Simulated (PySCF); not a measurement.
## H₂TiO: fields on a plane

Level of theory: PBE0/[Ti def2-TZVP, O def2-TZVP, H def2-TZVP], no relativity, density fitting, PySCF.

The singlet minimum has Ti–H 1.721 Å (×2), Ti–O 1.583 Å; H–Ti–H 115.6°, H–Ti–O 107.1° (×2).

The plane holds Ti1 at (0.00, 0.00), O2 at (1.58, 0.00), H3 at (-0.51, 1.64) Å. Columns run from x = -2.55 to 3.75 Å, rows from y = 4.05 (top) to -1.95 Å, in steps of 0.3 Å. Other isomers or separated fragments may lie lower.

Give the lowest empty orbital (Å^-3/2) at -2.88 eV (cut at ±0.3; overall sign arbitrary). Lower edges of the bins (Å^-3/2): '0' -0.300, '1' -0.264, '2' -0.227, '3' -0.191, '4' -0.155, '5' -0.119, '6' -0.082, '7' -0.046, '8' -0.010, '9' 0.026; top 0.06.


```
8888888888888888888888
8888888888888888888888
8888888888888888888888
8888888888888888888888
8888888888888888888888
8888888888888888888888
8888888888888888888888
8888888778888888888888
8888887777788888888888
8888887667778888888888
8888887555678877788888
8898876312578777777888
8999875000377766677888
8999985001268854677888
9999986000058985677888
9999997200057887777888
9999998621368888888888
8999999866678888888888
8999999988888888888888
8899999998888888888888
8889999998888888888888
```

Give the electron density (e/Å³) (cut at 5 e/Å³). Every second row and column.


```
0.00 0.00 0.00 0.00 0.00 0.00 0.00 0.00 0.00 0.00 0.00
0.00 0.00 0.00 0.00 0.00 0.00 0.00 0.00 0.00 0.00 0.00
0.00 0.00 0.01 0.02 0.02 0.01 0.00 0.00 0.00 0.00 0.00
0.00 0.01 0.05 0.19 0.17 0.05 0.01 0.00 0.00 0.00 0.00
0.00 0.02 0.13 1.11 0.81 0.12 0.03 0.02 0.01 0.00 0.00
0.00 0.02 0.10 0.49 0.63 0.21 0.18 0.21 0.08 0.01 0.00
0.00 0.01 0.06 0.69 5.00 2.63 1.49 3.54 0.62 0.05 0.00
0.00 0.01 0.05 1.43 5.00 5.00 2.90 5.00 1.19 0.06 0.00
0.00 0.01 0.03 0.19 1.21 0.68 0.54 0.85 0.23 0.03 0.00
0.00 0.01 0.02 0.04 0.05 0.05 0.05 0.06 0.02 0.01 0.00
0.00 0.00 0.01 0.01 0.01 0.01 0.01 0.01 0.00 0.00 0.00
```
